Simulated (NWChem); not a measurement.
# SnNH2BrF2; SMILES [Br][Sn]([NH2])([F])[F]

```xyz
7

N      0.0114     1.4765     1.8572
Sn     0.0000     0.5967     0.0085
F      1.5636     1.1895    -0.9952
F     -1.5755     1.1890    -0.9768
Br     0.0002    -1.8791     0.0150
H     -0.8157     2.0929     1.9056
H      0.8364     2.0965     1.8934
```
Atoms are numbered in this order, from 1.

Results from NWChem. Structure relaxed at the PBE-D3(BJ)/def2-SVP level. Not confirmed as a minimum by frequencies. def2 effective core potentials on Sn; no spin-orbit coupling.

Problem. What does the run give for Hartree-Fock/def2-SVP (core potentials)? Quantities: highest occupied level (eV); orbital gap (eV); dipole (D).

Solution. 
```json
{
  "highest occupied level (eV)": "-12.23",
  "orbital gap (eV)": "13.18",
  "dipole (D)": "2.72"
}
```
